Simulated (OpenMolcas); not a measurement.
# S2+: effect of the active space

```json
{
  "Program": "OpenMolcas",
  "Method": "XMS-CASPT2 or its RAS form, IPEA 0.25 Eh, imaginary shift 0.1 Eh",
  "Basis": "ANO-RCC-VTZP",
  "Scalar Hamiltonian": "DKH2, point nucleus",
  "Spin-orbit coupling": "state interaction with AMFI integrals over the reference wave functions, term energies averaged over their components"
}
```

A. 2 electrons in 3 orbitals (3p); 2S+1 = 3 even, 3 roots; 2S+1 = 1 even, 6 roots; closed shells correlated: 2s 2p 3s; CASPT2 step about 0.9 core-seconds
B. 4 electrons in 9 orbitals (RAS2 3s 3p; RAS3 3d, at most 2 electrons); 2S+1 = 3 even, 6 roots; 2S+1 = 1 even, 12 roots; 2S+1 = 5 odd, 1 root; 2S+1 = 3 odd, 8 roots; 2S+1 = 1 odd, 8 roots; closed shells correlated: 2s 2p; CASPT2 step of the order of 21 core-seconds

Energies in eV above 3s² 3p² ³P₀, the measured ground level; measured values from NIST levels in Podobedova, Kelleher and Wiese, J. Phys. Chem. Ref. Data 38, 171 (2009).

```json
{"Level": "3s² 3p² ³P₀", "A": "0.0000", "B": "0.0000", "Measured": "0.0000"}
{"Level": "3s² 3p² ³P₁", "A": "0.0337", "B": "0.0327", "Measured": "0.0370"}
{"Level": "3s² 3p² ³P₂", "A": "0.0952", "B": "0.0925", "Measured": "0.1033"}
{"Level": "3s² 3p² ¹D₂", "A": "1.396", "B": "1.448", "Measured": "1.4038"}
{"Level": "3s² 3p² ¹S₀", "A": "3.497", "B": "3.510", "Measured": "3.3675"}
```

Deviations, from unrounded energies. A percentage is the sum of absolute deviations over the sum of measured energies, with the sign that they share, or ± where signs differ.

```json
{"Against measurement": "mean absolute deviation (cm-1)", "Levels": "4", "A": "300", "B": "410"}
{"Against measurement": "fine structure of the ground term (%)", "Levels": "2", "A": "-8.1", "B": "-10.7"}
{"Against measurement": "other terms of the ground configuration (%)", "Levels": "2", "A": "±2.9", "B": "+3.9"}
```

A lies closest to measurement on these levels. The largest miss of A in the table is 3s² 3p² ¹S₀, by +1000 cm-1. The ranking rests on the paired levels alone, and a cruder setting can come out closer through cancelling errors.

The two smallest mean deviations differ by little beside CASPT2's spread within terms, so their order carries little weight.

Between A and B the level of the table that moves most is 3s² 3p² ¹D₂, by 420 cm-1 (lowest in A, highest in B). Moves below CASPT2's spread within the term are not significant.

CASPT2 breaks the degeneracy within a term, and the mean is taken; among the terms shown or strongly mixed into the levels shown the widest spread is 440 cm-1 (3s² 3p² ¹D, A). With the s shell closed, the reference lacks s² → p² mixing (holds for A). The run also gave levels led by 3s 3p² 3d, 3s² 3p 3d, which use shells meant for correlation; these and all levels above them are left out (holds for B). Computed and measured levels are paired by configuration, term and J; levels that our copy of the source lacks, or whose pairing is in doubt (as where it misses far off the trend of its configuration), stay unpaired and out of the deviations. Levels of configurations outside the active space are missing. Levels that lie high or do not pair safely by name in every column are left out.
